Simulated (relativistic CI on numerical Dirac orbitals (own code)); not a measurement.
Pr²⁺: 4p photoemission

Computed with this model: Dirac-Coulomb-Breit CI, KLI orbitals optimised for each configuration, model QED, valence Slater integrals scaled by 0.7, multiplet model of photoemission in the sudden approximation; configurations [Xe] 4f3 → [Ar] 3d10 4s2 4p5 4d10 4f3 5s2 5p6; 300 K; Lorentzian 2.5 eV and Gaussian 0.7 eV FWHM. Energies are those of the free ion, without screening or charge transfer. The energies are binding energies and can lie tens of eV above those of solids. S is read from ⟨S²⟩ = S(S + 1).

free ion: ground-state S = 1.47, centroid 250.26 eV. Peaks (eV, height): 242.8 (100), 263.6 (52), 267.2 (37).

Strongest unbroadened transitions for free ion:

```
Energy (eV)  Relative strength
     240.79               69.3
     240.97               43.2
     241.18               13.5
     242.54               56.1
     242.57               12.7
     242.60               29.7
     243.01               19.3
     243.29               62.5
     243.39               10.5
     244.43               17.3
     245.07               11.0
     245.42               11.2
     263.48              100.0
     264.36               10.9
     264.50               20.2
     267.14               39.2
     267.62               16.5
     267.69               14.9
```
